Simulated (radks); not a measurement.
The numbers below are computed, except where a source is named.
Q: Coherent X-ray form factor from a spherical all-electron density. Code: a radial shooting solver on a logarithmic mesh with Libxc functionals. Model: Dirac Kohn-Sham, LDA (Slater exchange, Perdew-Zunger correlation), spin-unpolarised, spherical densities, finite nucleus; Fermi nuclear charge, rms radius of each element as measured or else 0.836 A^(1/3) + 0.57 fm.

| sin(theta)/lambda (1/angstrom) | f0 (electrons) |
|---|---|
| 0.05 | 69.753 |
| 0.1 | 66.846 |
| 0.15 | 63.457 |
| 0.2 | 60.010 |
| 0.25 | 56.560 |
| 0.3 | 53.157 |
| 0.4 | 46.796 |
| 0.5 | 41.306 |
| 0.6 | 36.668 |
| 0.8 | 29.339 |
| 1 | 24.000 |
| 1.25 | 19.545 |
| 1.5 | 16.778 |
| 2 | 13.263 |

The species is in the configuration that NIST lists as its ground one. Which atom or ion scatters so?

A: Neutral lutetium, [Xe] 4f14 5d1 6s2. Extrapolating in s^2 from the first two rows gives f0(0) = 70.7, near the electron count 71; among species with that count, the fall with angle is slower the higher Z, and the table is that of Z = 71; from so few rows the species is fixed only to a neighbour or two.
